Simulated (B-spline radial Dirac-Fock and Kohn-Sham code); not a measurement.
## Scattering functions of Tm²⁹⁺

System: the Tm²⁹⁺ ion in the configuration 1s2 2s2 2p6 3s2 3p6 3d10 4s2 4p6 4d4.

Level of theory: Dirac-Fock densities; an atomic code on a B-spline grid. f₀ is the Fourier transform of the spherical electron density, S the Waller-Hartree incoherent function, and s = sin θ/λ.

| s (Å⁻¹) | f₀ | S |
| --- | --- | --- |
| 0 | 40.000 | 0.000 |
| 0.05 | 39.926 | 0.066 |
| 0.1 | 39.707 | 0.261 |
| 0.15 | 39.346 | 0.580 |
| 0.2 | 38.850 | 1.013 |
| 0.25 | 38.229 | 1.548 |
| 0.3 | 37.494 | 2.169 |
| 0.35 | 36.659 | 2.861 |
| 0.4 | 35.738 | 3.608 |
| 0.45 | 34.745 | 4.395 |
| 0.5 | 33.698 | 5.207 |
| 0.6 | 31.501 | 6.859 |
| 0.7 | 29.263 | 8.490 |
| 0.8 | 27.083 | 10.057 |
| 0.9 | 25.035 | 11.543 |
| 1 | 23.167 | 12.944 |
| 1.1 | 21.501 | 14.260 |
| 1.2 | 20.036 | 15.495 |
| 1.4 | 17.644 | 17.722 |
| 1.6 | 15.784 | 19.641 |
| 1.8 | 14.241 | 21.290 |
| 2 | 12.867 | 22.730 |
| 2.5 | 9.860 | 25.731 |
| 3 | 7.577 | 28.143 |
| 3.5 | 6.119 | 30.088 |
| 4 | 5.269 | 31.658 |
| 5 | 4.307 | 33.986 |
| 6 | 3.522 | 35.575 |

f₀ starts at the number of electrons, 40, and has fallen to half at s ≈ 1.20 Å⁻¹. The sum of ⟨r²⟩ over the electrons is 4.004 bohr².

Values without a named source are computed, but for edge energies of neutral atoms, which are taken from tables.
